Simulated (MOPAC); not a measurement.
Job for MOPAC: PM3 on HF+, 2S+1 = 2, a spin state set in the input, which need not be the lowest, a point of a bond scan (R = 0.985 Å). Charge +1.

```
PM3 1SCF PRECISE CHARGE=1 UHF MS=0.5 THREADS=1
FH

H      0.00000000 1     0.00000000 1     0.00000000 1
F      0.00000000 1     0.00000000 1     0.98488200 1
```

The log:

```
*******************************************************************************
 **                                                                           **
 **                              MOPAC v23.2.5                                **
 **                                                                           **
 *******************************************************************************
 ** MOPAC's Digital Object Identifier: https://doi.org/10.5281/zenodo.6511958 **
 **                                                                           **
 ** Please cite the open-source release paper for use of this MOPAC version:  **
 ** J. E. Moussa and J. J. P. Stewart (2026)                                  **
 ** MOPAC: An open-source semiempirical molecular orbital program             **
 ** J. Open Source Softw., 11(119), 8025, https://doi.org/10.21105/joss.08025 **
 *******************************************************************************

                              PM3 CALCULATION RESULTS

 *******************************************************************************
 *  PM3        - The PM3 Hamiltonian to be used
 *  UHF        - UNRESTRICTED HARTREE-FOCK CALCULATION
 *
 *
 *
 *                 CHARGE ON SYSTEM = +1
 *
 *
 *
 *  MS=        - IN MECI, MAGNETIC COMPONENT OF SPIN =  0.5
 *  PRECISE    - TIGHTER CRITERIA TO BE USED
 *  1SCF       - DO 1 SCF AND THEN STOP
 *  THREADS=1  - MULTI-THREADING NOT USED
 *  T=         - A TIME OF 172800.0 SECONDS REQUESTED
 *  DUMP=N     - RESTART FILE WRITTEN EVERY 7200.0 SECONDS REQUESTED
 *******************************************************************************
PM3 1SCF PRECISE CHARGE=1 UHF MS=0.5 THREADS=1
 FH

   ATOM   CHEMICAL          X               Y               Z
  NUMBER   SYMBOL      (ANGSTROMS)     (ANGSTROMS)     (ANGSTROMS)

     1       H          0.00000000  *   0.00000000  *   0.00000000  *
     2       F          0.00000000  *   0.00000000  *   0.98488200  *



          CARTESIAN COORDINATES

    NO.       ATOM           X           Y           Z

     1         H          0.0000      0.0000      0.0000
     2         F          0.0000      0.0000      0.9849

  H: (PM3): J. J. P. STEWART, J. COMP. CHEM. 10, 209 (1989).
  F: (PM3): J. J. P. STEWART, J. COMP. CHEM. 10, 209 (1989).

           Empirical Formula: H F  =     2 atoms



      MOLECULAR POINT GROUP   :   C*v


          UHF CALCULATION, NO. OF ALPHA ELECTRONS =    4
                           NO. OF BETA  ELECTRONS =    3

 -------------------------------------------------------------------------------
 PM3 1SCF PRECISE CHARGE=1 UHF MS=0.5 THREADS=1
 FH



     1SCF WAS SPECIFIED, SO BFGS WAS NOT USED
     SCF FIELD WAS ACHIEVED


                              PM3 CALCULATION
                                                       MOPAC v23.2.5 Linux




          FINAL HEAT OF FORMATION =        289.53969 KCAL/MOL =    1211.43405 KJ/MOL


          COSMO AREA              =         40.01 SQUARE ANGSTROMS
          COSMO VOLUME            =         23.44 CUBIC ANGSTROMS

          IONIZATION POTENTIAL    =         28.681535 EV
          ALPHA SOMO LUMO (EV)    =        -28.887 -8.056
          BETA  SOMO LUMO (EV)    =        -28.682-14.463
          NO. OF ALPHA ELECTRONS  =          4
          NO. OF BETA  ELECTRONS  =          3
          MOLECULAR WEIGHT        =         20.0063         POINT GROUP:  C*v

          MOLECULAR DIMENSIONS (Angstroms)

            Atom       Atom       Distance
            F     2    H     1     0.98488
            F     2    H     1     0.00000
            H     1    F     2     0.00000


          SCF CALCULATIONS        =          1





   ATOM   CHEMICAL          X               Y               Z
  NUMBER   SYMBOL      (ANGSTROMS)     (ANGSTROMS)     (ANGSTROMS)

     1       H          0.00000000  *   0.00000000  *   0.00000000  *
     2       F          0.00000000  *   0.00000000  *   0.98488200  *

                             CARTESIAN COORDINATES

   1    H        0.000000000     0.000000000     0.000000000
   2    F        0.000000000     0.000000000     0.984882000


           Empirical Formula: H F  =     2 atoms



      MOLECULAR POINT GROUP   :   C*v


          ALPHA EIGENVALUES
 -36.59332 -30.04066 -29.28630 -28.88743  -8.05595


           BETA EIGENVALUES
 -36.04746 -29.77757 -28.68153 -14.46257  -7.96356


              NET ATOMIC CHARGES AND DIPOLE CONTRIBUTIONS

  ATOM NO.   TYPE          CHARGE      No. of ELECS.   s-Pop       p-Pop
    1          H           0.440104        0.5599     0.55990
    2          F           0.559896        6.4401     1.78802     4.65208
 DIPOLE           X         Y         Z       TOTAL
 POINT-CHG.     0.000     0.000    -1.844     1.844
 HYBRID         0.000    -0.000    -0.431     0.431
 SUM            0.000    -0.000    -2.275     2.275


          ATOMIC ORBITAL ELECTRON POPULATIONS

     Atom    s        px        py        pz
    1  H   0.55990
    2  F   1.78802   2.00000   1.00000   1.65208


                    (SZ)    =    0.500000
                    (S**2)  =    0.750211


          ATOMIC ORBITAL SPIN POPULATIONS

    Atom   Total    s     px     py     pz
         Atomic
    1  H -0.0114 -0.011
    2  F  1.0114  0.008  0.000  1.000  0.003

 **********************
 *                    *
 * JOB ENDED NORMALLY *
 *                    *
 **********************




 == MOPAC DONE ==
```

The run finished.

Cost: about 0.020 core-seconds (a rough figure).
